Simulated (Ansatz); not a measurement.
Sn₁₂GeH₂₀, an alloyed cluster cut from the lattice of tin (1 Ge, core). Charge 0, multiplicity 1. Geometry PBE-D4/def2-SVP.

```xyz
33

Sn    1.954    2.968    2.211
Sn    0.229   -1.950   -4.070
Sn   -0.317    2.453   -1.705
Sn    2.336   -0.980   -0.083
Sn    0.139   -0.972    3.683
Sn   -2.017   -1.532   -0.063
Sn   -2.614    2.386    2.230
Sn    2.588   -2.267   -2.577
Sn    2.070    1.812   -0.357
Sn   -0.215    1.821    3.593
Sn   -1.962   -2.847   -2.556
Sn   -2.458    1.237   -0.339
Ge    0.253   -1.947    1.228
H     1.763    4.692    2.096
H     3.432    2.668    3.074
H     0.329   -2.797   -5.585
H     0.011   -0.265   -4.427
H    -0.536    4.178   -1.697
H    -0.260    1.946   -3.365
H     3.755   -1.297    0.880
H     1.605   -1.366    4.529
H    -1.177   -1.718    4.538
H    -3.303   -2.192    0.913
H    -2.863    4.103    2.117
H    -3.962    1.724    3.104
H     3.958   -1.642   -3.444
H     2.868   -3.963   -2.320
H     3.437    2.436   -1.240
H    -0.289    2.452    5.216
H    -3.453   -2.585   -3.409
H    -1.807   -4.558   -2.297
H    -3.945    1.499   -1.210
H     0.451   -3.497    1.334
```

In the def2 sets Sn takes a core potential, while STO-3G treats all electrons; there is no spin–orbit coupling. Single mean-field runs in def2-SVP, def2-TZVP are fitted with def2-universal-jkfit.

Question: Estimate the orbital energies around the gap (eV) in Ansatz with HF/STO-3G, PBE-D4/def2-SVP, r2SCANh-D4/def2-TZVP, PBE0-D4/def2-TZVP, r2SCAN0-D4/def2-TZVP.

Answer: 
```csv
orbital,HF/STO-3G,PBE-D4/def2-SVP,r2SCANh-D4/def2-TZVP,PBE0-D4/def2-TZVP,r2SCAN0-D4/def2-TZVP
HOMO−5,-6.74,-6.30,-6.92,-7.26,-7.41
HOMO−4,-6.68,-6.29,-6.91,-7.24,-7.39
HOMO−3,-6.48,-6.19,-6.78,-7.10,-7.25
HOMO−2,-6.48,-6.17,-6.76,-7.07,-7.22
HOMO−1,-6.19,-6.00,-6.56,-6.87,-7.01
HOMO,-6.10,-5.95,-6.53,-6.85,-6.98
LUMO,7.79,-2.45,-2.11,-1.78,-1.70
LUMO+1,7.97,-2.37,-2.07,-1.77,-1.70
LUMO+2,8.11,-2.25,-1.95,-1.65,-1.58
LUMO+3,8.18,-2.14,-1.84,-1.54,-1.47
LUMO+4,8.22,-1.97,-1.69,-1.40,-1.32
LUMO+5,8.62,-1.77,-1.56,-1.28,-1.22
```
